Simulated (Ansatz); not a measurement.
Geometry optimisation, RKS PBE0-D4/def2-SVP (Ansatz 0.2.0).

The input (input.yaml):

```yaml
crystal:
  periodic: [false, false, false]
  atoms:
    - { symbol: B, position_ang: [-0.015238, -0.298934, -0.045986] }
    - { symbol: F, position_ang: [-0.095302, -0.6127, 1.237352] }
    - { symbol: Cl, position_ang: [1.536146, -0.505379, -0.839482] }
    - { symbol: H, position_ang: [-0.999563, -0.028358, -0.673485] }
    - { symbol: O, position_ang: [0.344489, 2.04742, 1.018386] }
    - { symbol: H, position_ang: [1.30378, 2.102837, 0.930611] }
    - { symbol: H, position_ang: [0.222888, 1.421314, 1.766403] }
basis:
  gaussian: { orbitals: def2-SVP }
hamiltonian:
  xc: pbe0
  dispersion: d4
relax:
  f_tol: 0.03
  max_steps: 50
output:
  orbitals: {}
```

Launched with:

```bash
$ ansatz run input.yaml --threads 1 --pin off --max-ram 2048MiB --backend cpu --events-out ev --progress --plain --runs-dir out
```

Where does it end, and by what steps?

It converged. After 9 steps the energy has fallen by 0.389 eV; O5 moved furthest, 0.51 Å. Joined: B1–O5 (2.60 → 1.69 Å).

```csv
step,energy less start (eV),largest force component (eV/Å),accepted
0,0.0000,0.772,yes
1,-0.0385,1.785,yes
2,-0.1336,2.121,yes
3,-0.2593,1.625,yes
4,-0.3176,0.974,yes
5,-0.3771,0.256,yes
6,-0.3856,0.108,yes
7,-0.3852,0.200,no
8,-0.3880,0.034,yes
9,-0.3889,0.020,yes
```

```xyz
7
Properties=species:S:1:pos:R:3
B 0.023 0.054 0.154
F -0.133 -0.693 1.280
Cl 1.626 -0.217 -0.704
H -0.937 0.180 -0.567
O 0.287 1.587 0.817
H 1.231 1.748 0.639
H 0.201 1.467 1.776
```

Time of the run: 35 s on 1 thread of Arm Neoverse V1 (shared host), peak memory 0.15 GiB.
